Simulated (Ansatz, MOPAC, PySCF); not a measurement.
Torsion H3–Si1–S2–H6 in H4SSi (SMILES [SiH3]S); at each angle all else is relaxed with GFN2-xTB, and the levels are single points there.
Geometry at 60° (charge 0, multiplicity 1):
| atom | x (Å) | y (Å) | z (Å) |
|---|---|---|---|
| Si | -0.5979 | -0.0452 | -0.0236 |
| S | 1.4288 | -0.2844 | -0.6909 |
| H | -0.7362 | -0.7611 | 1.2381 |
| H | -1.4713 | -0.6060 | -1.0465 |
| H | -0.7330 | 1.3925 | 0.1177 |
| H | 1.4148 | -1.6063 | -0.7752 |
Energies count from the point at 60°.

Cores are frozen in the correlated methods. CBS: X⁻³ extrapolation of the correlation energy, Hartree–Fock from the larger set. Rows in 6-31G* carry no dispersion term and start afresh at each structure (6-31G* with six Cartesian d functions). The state that PM7 reach isn't checked; PM7 holds dispersion and hydrogen-bond terms.

Programs: Ansatz (a program for electronic structure) with Gaussian orbitals; MOPAC for PM7 (differences of heats of formation); PySCF for 6-31G* rows, the dispersion terms. Values without a source in brackets are computed.

Energies in kcal/mol.

```csv
dihedral (°),PM7,BP86/6-31G*,B3LYP/6-31G*,PBE0-D3(BJ)/def2-TZVPP,SCS-MP2/cc-pV(T+d)Z,"MP2/CBS(cc-pV(T+d)Z, cc-pV(Q+d)Z) + ΔCCSD(T)/cc-pV(T+d)Z"
0,0.42,1.02,1.01,0.90,0.96,0.87
20,0.32,[?],0.75,0.67,0.72,0.65
40,0.11,0.25,0.25,0.22,0.24,0.22
60,0.00,0.00,0.00,0.00,0.00,0.00
80,0.09,0.23,0.22,0.20,0.21,0.19
100,0.30,[?],0.73,0.65,0.70,0.63
120,0.41,1.01,1.00,0.89,0.96,0.87
```

Q: Some entries are withheld; supply them.

A: 
- 20, BP86/6-31G*: 0.76
- 100, BP86/6-31G*: 0.74
